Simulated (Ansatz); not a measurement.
Input for Ansatz (development build ahead of 0.2.0):

```yaml
crystal:
  periodic: [false, false, false]
  atoms:
    - { symbol: C, position_ang: [0.0, 1.4, 0.0] }
    - { symbol: C, position_ang: [1.21244, 0.7, 0.0] }
    - { symbol: C, position_ang: [1.21244, -0.7, 0.0] }
    - { symbol: C, position_ang: [0.0, -1.4, 0.0] }
    - { symbol: C, position_ang: [-1.21244, -0.7, 0.0] }
    - { symbol: C, position_ang: [-1.21244, 0.7, 0.0] }
    - { symbol: C, position_ang: [2.42487, 1.4, 0.0] }
    - { symbol: C, position_ang: [3.63731, 0.7, 0.0] }
    - { symbol: C, position_ang: [3.63731, -0.7, 0.0] }
    - { symbol: C, position_ang: [2.42487, -1.4, 0.0] }
    - { symbol: H, position_ang: [0.0, -2.485, 0.0] }
    - { symbol: H, position_ang: [-2.15207, -1.2425, 0.0] }
    - { symbol: H, position_ang: [-2.15207, 1.2425, 0.0] }
    - { symbol: H, position_ang: [2.42487, 2.485, 0.0] }
    - { symbol: H, position_ang: [4.57694, 1.2425, 0.0] }
    - { symbol: H, position_ang: [4.57694, -1.2425, 0.0] }
    - { symbol: H, position_ang: [2.42487, -2.485, 0.0] }
basis:
  gaussian: { orbitals: def2-SVP }
magnetization:
  initial_magnetization: 1
hamiltonian:
  xc: hf
```

The input is written out in the form of the current development build from the run's settings.

Results

```
Converged                       : yes
Total energy                    : -382.40911 hartree
Spin squared of the determinant : 0.750
Stability test                  : minimum among restricted orbitals
```

Caution: an unrestricted determinant lies well below.
